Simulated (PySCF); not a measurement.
**Radial density of Ge²⁺ (germanium, charge +2)**

LC-wPBE, [Ar] 3d10 4s1 4d1, 4s spin antiparallel (an excited configuration). All numbers are calculated (PySCF 2.14, a scalar-relativistic core potential, in aug-cc-pVDZ-PP with ECP10MDF (5s4p3d, 32 functions)). This is the valence pseudo-density: the core potential removes the inner electrons and smooths the orbitals near the nucleus.

```
r (bohr)  4πr²ρ (e/bohr)  4πr²(ρα − ρβ)
 0.00111       1.174e-05         0.0000
 0.00186       3.307e-05         0.0000
 0.00313       9.253e-05         0.0000
 0.00527       0.0002538         0.0000
 0.00886       0.0006609         0.0000
  0.0149        0.001529        -0.0001
  0.0251        0.003071        -0.0002
  0.0422        0.008503        -0.0003
  0.0709         0.06541        -0.0002
   0.119          0.6408         0.0012
   0.201           4.163         0.0046
   0.338           17.37        -0.0509
   0.568           28.15        -0.0554
   0.955           10.74        -0.1056
    1.61           1.785        -0.6189
    2.70          0.5898         0.1044
    4.55          0.1800         0.1732
    7.65        0.007643         0.0076
```

Energies and moments cover only the electrons outside the core potential. The outer electron is Rydberg-like, and this basis confines it to a smaller radius and binds it less than a complete one would. With the s spin flipped the determinant is a mixture of two multiplicities, not a spectroscopic state.
